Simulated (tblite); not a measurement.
Isomers of C4H11ClOSi2. Calculated harmonic vibrations of the isolated species, GFN2-xTB (tblite), most abundant isotopes, no scaling. This tight-binding method is rough: wavenumbers can miss measured ones by several per cent, in bad cases by 10 to 20. Modes of hydrogen on silicon can be 10 to 20 % off. One conformer each.

Electronic energies: GFN2-xTB at the same geometries; isomer energies are rough at this level and their order can be wrong.

```csv
SMILES,"electronic energy, lowest = 0 (kJ/mol)"
C[Si@]1(CCl)CC[SiH2]O1,180.1
Cl[SiH2]O[SiH2]C1CCC1,0.0
ClC[SiH2]O[SiH2]C1CC1,186.1
[SiH3]C[Si@]1(Cl)CCCO1,167.9
```

Q: How do GFN2-xTB zero-point energies change the relative energies?

A: 
```
                SMILES  ZPE (kJ/mol)  of it from modes above 1550 cm⁻¹  electronic (kJ/mol)  with ZPE, lowest = 0 (kJ/mol)  lowest mode (cm⁻¹)  rings
 Cl[SiH2]O[SiH2]C1CCC1         365.0                             179.9                  0.0                            0.0                  11      1
[SiH3]C[Si@]1(Cl)CCCO1         369.3                             183.5                167.9                          172.2                  31      1
C[Si@]1(CCl)CC[SiH2]O1         370.6                             189.4                180.1                          185.7                  33      1
 ClC[SiH2]O[SiH2]C1CC1         356.4                             181.8                186.1                          177.6                  12      1
```

The zero-point energies span 14.2 kJ/mol, from `ClC[SiH2]O[SiH2]C1CC1` to `C[Si@]1(CCl)CC[SiH2]O1`. The lowest isomer stays, but the order above it changes.
